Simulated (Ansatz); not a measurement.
Computed with Ansatz on PBE0-D4/def2-TZVP structures; ΔE is electronic, products minus reactants. CBS: MP2 limit from def2 TZ/QZ plus the TZ coupled-cluster correction, frozen cores. DFT in def2-TZVPP. Each species was taken in one conformer, which may not be the lowest.

Reaction (isomerisation): `CO[Si]1(F)CO1` → `C=C[Si](O)(O)F`

(1) Is it downhill or uphill in electronic energy at CCSD(T)/CBS, and by how much? (Best estimate.)

(2) What do these levels give: PBE-D4, B2PLYP, PBE0, MP2/def2-TZVPP, CCSD/def2-TZVPP, CCSD(T)/def2-TZVPP? (Best estimate.)

Largest T1 diagnostic among the species: 0.012.

Answers

(1) Ansatz gave: Downhill: ΔE = -224.9 kJ/mol.

(2) Ansatz gave: PBE-D4 -198.2, B2PLYP -216.7, PBE0 -204.3, MP2/def2-TZVPP -221.8, CCSD/def2-TZVPP -222.8, CCSD(T)/def2-TZVPP -221.0 kJ/mol.

The D4 term adds −3.2 kJ/mol with B3LYP and −1.7 kJ/mol with PBE0; it sums over pairs of atoms, weighted by their polarisabilities, and B3LYP, whose exchange is more repulsive, gets the larger term. From PBE to PBE0 (25 % exact exchange), in def2-TZVPP and without D4, ΔE moves by −8.1 kJ/mol.

B3LYP here is the variant with VWN-RPA as its local correlation; programs differ in this.
